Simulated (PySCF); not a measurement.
SiClH₂I, SMILES Cl[SiH2]I.

Geometry optimised at r2SCAN-D4/def2-SVP. The def2 effective core potentials stand for the cores of I; spin–orbit coupling is left out.

Method: HF/def2-TZVPD run with PySCF.

Gas-phase values at a fixed geometry.

**Question.** Estimate the frontier levels, gap, dipole moment and polarisability. (An estimate is asked for; the answer gives what the named calculation found.)

**Answer.** 
| Item | Value |
|---|---|
| highest occupied level | -10.48 eV |
| lowest empty level | 1.10 eV |
| orbital gap | 11.58 eV |
| dipole moment | 0.265 e·Å |
| quadrupole, principal values (traceless, Buckingham form, about the centre of nuclear charge) | -3.99, -0.39, 4.38 D·Å |
| mean static polarisability | 72.2 bohr³ (10.70 Å³) |
| polarisability, principal values | 60.5, 66.9, 89.2 bohr³ |
